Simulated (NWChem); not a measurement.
BNH$_{3}$OF; SMILES NB(O)F

```xyz
7

B     -0.0066    -0.0205     0.0000
F      1.2501    -0.5382     0.0000
O     -1.0897    -0.8661     0.0000
H     -0.8022    -1.7950     0.0000
N     -0.1785     1.3790     0.0000
H     -1.0973     1.8157     0.0000
H      0.6069     2.0251     0.0000
```
Atoms are numbered in this order, from 1.

Computed with NWChem. Pople sets run with spherical d functions. All runs use the structure optimised with PBE-D3(BJ)/def2-SVP. Atomic charges in e: unrestrained fits to the electrostatic potential beside Mulliken populations; buried atoms are poorly determined by the fit.

For level Hartree-Fock/6-31G*:

| Quantity | Result |
|---|---|
| ESP B1 | 1.02 |
| Mulliken B1 | 0.96 |
| Mulliken F2 | -0.44 |
| ESP O3 | -0.75 |
| Mulliken O3 | -0.76 |
| ESP N5 | -1.11 |
| Mulliken N5 | -0.98 |

Question: How do the values read with level B3LYP/def2-SVP instead?

Answer: 
| Item | Result |
|---|---|
| ESP B1 | 0.80 |
| Mulliken B1 | 0.04 |
| Mulliken F2 | -0.17 |
| ESP O3 | -0.65 |
| Mulliken O3 | -0.17 |
| ESP N5 | -0.89 |
| Mulliken N5 | -0.13 |
